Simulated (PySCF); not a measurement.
# Mayer bond orders and bond lengths

C4H11ClSi2.
Numbering: `[CH2:1]=[C:2]([CH3:3])[Si@H:4]([Cl:5])[CH2:6][SiH3:7]` (hydrogens: H8, H9 on C1; H10, H11, H12 on C3; H13 on Si4; H14, H15 on C6; H16, H17, H18 on Si7)

Cartesian coordinates in Å at the PBE0-D3(BJ)/def2-SVP level; atoms count from 1:
```xyz
18
C4H11ClSi2 angstrom
C     -0.9380    1.6043   -0.3092
C     -1.3351    0.3306   -0.1804
C     -2.6512   -0.0460    0.4363
Si    -0.2412   -1.0591   -0.7952
Cl     0.0051   -2.3971    0.7928
C      1.4407   -0.4944   -1.3754
Si     2.6879    0.0101   -0.0512
H      0.0249    1.8804   -0.7492
H     -1.5673    2.4364    0.0304
H     -3.2908   -0.5782   -0.2875
H     -2.5010   -0.7332    1.2845
H     -3.2003    0.8378    0.7944
H     -0.9493   -1.8308   -1.8596
H      1.8894   -1.3124   -1.9643
H      1.2928    0.3464   -2.0760
H      3.8956    0.5973   -0.7109
H      3.1096   -1.1773    0.7461
H      2.1064    1.0360    0.8656
```

Bond orders from the PBE0/pcSseg-1 density (PySCF). The structure is a single PBE0-D3(BJ)/def2-SVP conformer in the gas phase; no vibrational or solvent corrections.

Problem. How far do the computed orders between heavy atoms stray from the drawn ones?

Solution. The largest departure is 0.150, at C2–Si4 (drawn single, 0.850). Drawn single, order below 0.88: C2–Si4 (0.850).

Problem. Set the Mayer orders of the bonds beside their lengths.

Solution. 
```csv
bond,drawn as,length (Å),Mayer order
C1–C2,double,1.340,1.959
C2–C3,single,1.501,1.053
C2–Si4,single,1.872,0.850
Si4–Cl5,single,2.091,0.930
Si4–C6,single,1.867,0.946
C6–Si7,single,1.888,0.890
C1–H8,single,1.094,0.943
C1–H9,single,1.097,0.946
C3–H10,single,1.103,0.947
C3–H11,single,1.102,0.944
C3–H12,single,1.100,0.962
Si4–H13,single,1.493,0.935
C6–H14,single,1.103,0.929
C6–H15,single,1.104,0.925
Si7–H16,single,1.496,0.942
Si7–H17,single,1.491,0.957
Si7–H18,single,1.494,0.944
```

By pair of heavy elements: C–C: lowest C2–C3 (1.053, 1.501 Å), highest C1–C2 (1.959, 1.340 Å). C–Si: lowest C2–Si4 (0.850, 1.872 Å), highest Si4–C6 (0.946, 1.867 Å); in 1 of the 3 pairs the longer bond (by over 0.003 Å) has the higher order (by 0.02 or more).

Problem. Sum the orders of all bonds at each heavy atom with more than one neighbour and set the sums beside the valence in the SMILES.

Solution. C1 3.848 (drawn 4), C2 3.862 (drawn 4), C3 3.906 (drawn 4), Si4 3.661 (drawn 4), C6 3.690 (drawn 4), Si7 3.733 (drawn 4). Orders between atoms that aren't bonded are not in these sums.

For a closed shell the Mayer order of atoms A and B is Σ (PS)μν (PS)νμ over the basis functions μ on A and ν on B, with P the density and S the overlap matrix.

These values come from a run that also computed NMR shieldings. On one thread, Arm Neoverse V1 (aarch64) (shared host), this took 38 s of wall time and 0.99 GiB of memory at its peak.
